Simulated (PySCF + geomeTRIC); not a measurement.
A geometry relaxed with M06-2X/def2-TZVP (PySCF + geomeTRIC), charge 0, multiplicity 1:

```xyz
10

H      0.6924    -2.0829    -0.0949
C     -1.5217     0.1917    -0.0057
C     -0.4496     1.0136     0.0452
C      0.2195    -1.1181    -0.0524
H     -2.5819     0.3741    -0.0074
O      1.9646     0.6113     0.0494
O     -1.1416    -1.0981    -0.0650
H      2.5780    -0.1285     0.0193
H     -0.4442     2.0882     0.0979
C      0.6890     0.1514     0.0143
```

### Question
Write the SMILES of this molecule.

### Answer
`Oc1ccoc1`
